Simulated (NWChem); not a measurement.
System: CHClF2; SMILES FC(F)Cl

Here is an NWChem input.

```
start job
memory heap 200 mb stack 900 mb global 1100 mb
geometry units angstroms noautoz
  F     -0.144391     1.032874     1.079018
  C      0.364219     0.447702     0.000000
  F     -0.144391     1.032874    -1.079018
  Cl    -0.053378    -1.271320     0.000000
  H      1.461076     0.542661     0.000000
end
basis spherical
  * library def2-tzvp
end
dft
  xc b3lyp
  iterations 150
  mulliken
end
task dft energy
```

Excerpt of the output:

```
             Northwest Computational Chemistry Package (NWChem) 7.3.0
             --------------------------------------------------------

 CS  symmetry detected

                             Geometry "geometry" -> ""
                             -------------------------

 Output coordinates in angstroms (scale by  1.889725989 to convert to a.u.)

  No.       Tag          Charge          X              Y              Z
 ---- ---------------- ---------- -------------- -------------- --------------
    1 F                    9.0000    -0.14204313    -1.02871788     1.07901800
    2 C                    6.0000     0.36332721    -0.44074576     0.00000000
    3 F                    9.0000    -0.14204313    -1.02871788    -1.07901800
    4 Cl                  17.0000    -0.06375758     1.27594364     0.00000000
    5 H                    1.0000     1.46069194    -0.52964537     0.00000000

 Effective nuclear repulsion energy (a.u.)     168.4539071105

      Symmetry information
      --------------------

 Group name             Cs
 Group number              2
 Group order               2
 No. of unique centers     4

                                 NWChem DFT Module
                                 -----------------

 Summary of "ao basis" -> "ao basis" (spherical)
 ------------------------------------------------------------------------------
       Tag                 Description            Shells   Functions and Types
 ---------------- ------------------------------  ------  ---------------------
 F                         def2-tzvp                11       31   5s3p2d1f
 C                         def2-tzvp                11       31   5s3p2d1f
 Cl                        def2-tzvp                13       37   5s5p2d1f
 H                         def2-tzvp                 4        6   3s1p

      Symmetry analysis of basis
      --------------------------

        a'         82
        a"         54

            General Information
            -------------------
          SCF calculation type: DFT
          Wavefunction type:  closed shell.
          No. of atoms     :     5
          No. of electrons :    42
           Alpha electrons :    21
            Beta electrons :    21
          Charge           :     0
          Spin multiplicity:     1
          Use of symmetry is: on ; symmetry adaption is: on
          Maximum number of iterations: 150
          AO basis - number of functions:   136
                     number of shells:    50
          Convergence on energy requested:  1.00D-06
          Convergence on density requested:  1.00D-05
          Convergence on gradient requested:  5.00D-04

              XC Information
              --------------
                         B3LYP Method XC Potential
                     Hartree-Fock (Exact) Exchange  0.200
                        Slater Exchange Functional  0.800 local
                    Becke 1988 Exchange Functional  0.720 non-local
              Lee-Yang-Parr Correlation Functional  0.810
                  VWN I RPA Correlation Functional  0.190 local

             Grid Information
             ----------------
          Grid used for XC integration:  medium
          Radial quadrature: Mura-Knowles
          Angular quadrature: Lebedev.
          Tag              B.-S. Rad. Rad. Pts. Rad. Cut. Ang. Pts.
          ---              ---------- --------- --------- ---------
          F                   0.50       49           8.0       434
          C                   0.70       49           7.0       434
          Cl                  1.00       88           8.0       590
          H                   0.35       45           8.0       434
          Grid pruning is: on
          Number of quadrature shells:   231
          Spatial weights used:  Erf1

      Superposition of Atomic Density Guess
      -------------------------------------

 Sum of atomic energies:        -696.48498275

      Non-variational initial energy
      ------------------------------

 Total energy =    -697.576040
 1-e energy   =   -1299.952447
 2-e energy   =     433.922501
 HOMO         =      -0.401862
 LUMO         =       0.104434

      Symmetry analysis of molecular orbitals - initial
      -------------------------------------------------

  Numbering of irreducible representations:

     1 a'          2 a"

  Orbital symmetries:

     1 a'          2 a'          3 a"          4 a'          5 a'
     6 a'          7 a'          8 a"          9 a'         10 a"
    11 a'         12 a'         13 a'         14 a"         15 a'
    16 a"         17 a"         18 a'         19 a'         20 a"
    21 a'         22 a'         23 a'         24 a"         25 a'
    26 a'         27 a'         28 a"         29 a'         30 a'
    31 a'

     ---------------------------------------------
      Total Density - Mulliken Population Analysis
     ---------------------------------------------

    Atom       Charge   Shell Charges
 -----------   ------   -------------------------------------------------------
    1 F    9     9.36   0.77  1.20  0.61  1.00  0.30  2.33  2.31  0.82  0.00  0.01  0.00
    2 C    6     5.08   0.85  1.13  0.48  0.59  0.07  0.77  0.84  0.13  0.04  0.15  0.02
    3 F    9     9.36   0.77  1.20  0.61  1.00  0.30  2.33  2.31  0.82  0.00  0.01  0.00
    4 Cl  17    17.29   2.01  0.45  1.52  1.11  0.82  4.19  1.69  1.11  2.90  1.47  0.01  0.02  0.00
    5 H    1     0.92   0.25  0.47  0.18  0.02

   convergence    iter        energy       DeltaE   RMS-Dens  Diis-err
 ---------------- ----- ----------------- --------- --------- ---------
 d= 0,ls=0.0,diis     1   -698.5679672080 -8.67D+02  7.70D-03  1.94D+00
 d= 0,ls=0.0,diis     2   -698.4147193422  1.53D-01  4.89D-03  3.49D+00
 d= 0,ls=0.0,diis     3   -698.7169952048 -3.02D-01  7.58D-04  6.76D-02
 d= 0,ls=0.0,diis     4   -698.7217900975 -4.79D-03  2.90D-04  7.17D-03
 d= 0,ls=0.0,diis     5   -698.7222563327 -4.66D-04  8.50D-05  4.19D-04
  Resetting Diis
 d= 0,ls=0.0,diis     6   -698.7222993496 -4.30D-05  2.07D-05  2.35D-05
 d= 0,ls=0.0,diis     7   -698.7223015401 -2.19D-06  3.96D-06  3.45D-07
 d= 0,ls=0.0,diis     8   -698.7223015503 -1.01D-08  1.86D-06  2.66D-07

         Total DFT energy =     -698.722301550265
      One electron energy =    -1300.805135785628
           Coulomb energy =      488.647245240796
    Exchange-Corr. energy =      -55.018318115887
 Nuclear repulsion energy =      168.453907110455

 Numeric. integr. density =       41.999999914729

                  Occupations of the irreducible representations
                  ----------------------------------------------

                     irrep           alpha         beta
                     --------     --------     --------
                     a'               14.0         14.0
                     a"                7.0          7.0

                       DFT Final Molecular Orbital Analysis
                       ------------------------------------

 Vector   19  Occ=2.000000D+00  E=-3.881196D-01  Symmetry=a'
              MO Center=  1.6D-01, -1.6D-01,  1.3D-15, r^2= 2.6D+00
   Bfn.  Coefficient  Atom+Function         Bfn.  Coefficient  Atom+Function
  ----- ------------  ---------------      ----- ------------  ---------------
   109      0.321765  4 Cl py                 6     -0.203845  1 F  px
    68     -0.203845  3 F  px               112      0.190715  4 Cl py
   132      0.178162  5 H  s                  7      0.164263  1 F  py
     9     -0.164866  1 F  px                69      0.164263  3 F  py
    71     -0.164866  3 F  px                37      0.152513  2 C  px

 Vector   20  Occ=2.000000D+00  E=-3.434395D-01  Symmetry=a"
              MO Center= -5.3D-02,  1.1D+00,  3.5D-14, r^2= 1.5D+00
   Bfn.  Coefficient  Atom+Function         Bfn.  Coefficient  Atom+Function
  ----- ------------  ---------------      ----- ------------  ---------------
   110      0.529690  4 Cl pz               113      0.340453  4 Cl pz
   107      0.257588  4 Cl pz               101     -0.206946  4 Cl pz
     7     -0.110572  1 F  py                69      0.110572  3 F  py
   104     -0.095269  4 Cl pz                10     -0.090256  1 F  py
    72      0.090256  3 F  py                13     -0.066998  1 F  py

 Vector   21  Occ=2.000000D+00  E=-3.415207D-01  Symmetry=a'
              MO Center= -3.2D-03,  1.1D+00, -3.4D-14, r^2= 1.5D+00
   Bfn.  Coefficient  Atom+Function         Bfn.  Coefficient  Atom+Function
  ----- ------------  ---------------      ----- ------------  ---------------
   108      0.515572  4 Cl px               111      0.342051  4 Cl px
   105      0.253341  4 Cl px                99     -0.202631  4 Cl px
   132     -0.105988  5 H  s                109      0.094928  4 Cl py
   102     -0.093505  4 Cl px                37     -0.071565  2 C  px
   133     -0.069721  5 H  s                112      0.063554  4 Cl py

 Vector   22  Occ=0.000000D+00  E= 3.505207D-03  Symmetry=a'
              MO Center=  2.6D-01,  6.2D-01,  7.1D-15, r^2= 2.8D+00
   Bfn.  Coefficient  Atom+Function         Bfn.  Coefficient  Atom+Function
  ----- ------------  ---------------      ----- ------------  ---------------
   133      0.811076  5 H  s                 35     -0.692799  2 C  s
   112     -0.615428  4 Cl py                36     -0.579287  2 C  s
    98      0.484950  4 Cl s                 41     -0.387825  2 C  py
    38     -0.321449  2 C  py               109     -0.282390  4 Cl py
    44     -0.269003  2 C  py                43     -0.260668  2 C  px

[...]
```

Level: B3LYP/def2-TZVP. Structure relaxed at the PBE0/def2-SVP level.
